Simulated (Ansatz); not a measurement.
`FBOC[SiH3]` + `O[SiH2]S` → `O[SiH2]SC[SiH3]` + `OBF`  (substitution at a C–O bond)

Isolated molecules relaxed with PBE0-D4/def2-TZVP in Ansatz; ΔE leaves out vibrations. CBS: MP2 limit from def2 TZ/QZ plus the TZ coupled-cluster correction, frozen cores. This one scheme is used for every species. Each species was taken in one conformer, which may not be the lowest.

`FBOC[SiH3]`:

```xyz
11

F    -0.353    0.714   -2.351
B    -0.734   -0.468   -1.868
O    -0.212   -0.950   -0.732
C     0.763   -0.237    0.033
Si   -0.022    0.467    1.605
H    -1.550   -1.108   -2.457
H     1.554   -0.946    0.292
H     1.218    0.564   -0.557
H    -1.110    1.406    1.231
H    -0.579   -0.633    2.432
H     1.024    1.191    2.375
```

`O[SiH2]S`:

```xyz
7

O    -0.664   -1.284   -0.409
Si   -0.334    0.098    0.413
S     1.137    1.318   -0.533
H    -0.876   -1.201   -1.341
H    -1.508    1.002    0.504
H     0.112   -0.360    1.745
H     2.132    0.427   -0.379
```

`O[SiH2]SC[SiH3]`:

Z-matrix (Å, degrees):
```
Si
S 1 2.138
O 1 1.642 2 108.9
H 1 1.490 2 105.6 3 122.3
H 1 1.479 2 114.2 3 -116.2
C 2 1.827 1 101.0 3 -142.3
H 3 0.959 1 116.7 2 47.4
Si 6 1.878 2 110.5 1 -74.5
H 6 1.092 2 105.7 1 165.5
H 6 1.092 2 110.1 1 49.7
H 8 1.487 6 108.6 2 59.6
H 8 1.490 6 110.9 2 179.3
H 8 1.484 6 109.5 2 -59.6
```

`OBF`:

Cartesian coordinates in Å:
```
O 0.431 -0.606 0.675
B 0.107 0.286 -0.277
F -1.166 0.464 -0.626
H -0.331 -1.066 1.044
H 0.959 0.922 -0.815
```

| level | ΔE (kJ/mol) |
| --- | --- |
| SCS-MP2/def2-TZVPP | -46.4 |
| SCS-MP2/def2-QZVPP | -48.9 |

Q: What does CCSD(T)/CBS give? (Estimate.)

A: Ansatz gave: -48.8 kJ/mol. The listed levels differ from it by 2.4, -0.1 kJ/mol.

Largest T1 diagnostic among the species: 0.013.

In def2-TZVPP, CCSD(T) changes the Hartree–Fock value by −15.6 kJ/mol (the triples alone add −2.9 kJ/mol) and MP2 by −25.1 kJ/mol. The D4 term adds −9.6 kJ/mol with B3LYP and −5.2 kJ/mol with PBE0; it sums over pairs of atoms, weighted by their polarisabilities, and B3LYP, whose exchange is more repulsive, gets the larger term.

B3LYP here is the variant with VWN-RPA as its local correlation; programs differ in this.
